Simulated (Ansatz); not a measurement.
Wavefunction ladder for C$_{6}$H$_{4}$Sn (`C#[C][SnH]([C]#C)[C]#C`)

```xyz
11

C     2.225   -1.775   -1.227
C     1.560   -0.974   -0.620
Sn    0.452    0.418    0.441
C    -0.557    1.619   -0.912
C    -1.134    2.336   -1.690
C    -0.947   -0.595    1.586
C    -1.752   -1.173    2.271
H     2.807   -2.487   -1.767
H     1.462    1.353    1.428
H    -1.647    2.966   -2.381
H    -2.467   -1.687    2.871
```

The species carries charge 0 and has multiplicity 1. Correlated methods include outer-core shells of Sn, which these sets cover unevenly. Sn: def2 effective core potential. All single points use the PBE0-D4/def2-TZVP geometry. Frozen core, restricted reference, Ansatz.

| basis | HF (Eh) | MP2 corr. | CCSD corr. | (T) | CCSD(T) total |
| --- | --- | --- | --- | --- | --- |
| def2-SVP | -442.49986 | -0.84490 | -0.88658 | -0.04074 | -443.42718 |
| def2-TZVPP | -442.77942 | -1.21260 | -1.22818 | -0.06269 | -444.07029 |
| def2-QZVPP | -442.79006 | -1.48011 | – | – | – |
